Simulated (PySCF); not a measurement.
Computed shifts of a molecule C₄H₆Si, PBE0/pcSseg-1 run with PySCF, GIAO, gas phase, atoms alike by connectivity averaged where their shifts nearly agree, in ppm (number of nuclei): ¹³C: 161.3 (2), 136.9 (2). ²⁹Si: -41.0 (1). ¹H: 7.58 (2), 6.71 (2), 4.86 (2). References: ¹³C against TMS (σ = 186.3 ppm); ²⁹Si against TMS (σ = 352.7 ppm); ¹H against TMS (σ = 31.56 ppm), references at their B3LYP-D3(BJ)/def2-TZVP geometries, non-relativistic. Geometry: TPSSh-D3(BJ)/def2-SVP. The values are those of a single conformer.

**Question.** Identify the compound among the candidates.
A) C#CC(=C)[SiH3]
B) C=CC#C[SiH3]
C) C#C[SiH2]C=C
D) C1=C[SiH2]C=C1

**Answer.** D, C1=C[SiH2]C=C1
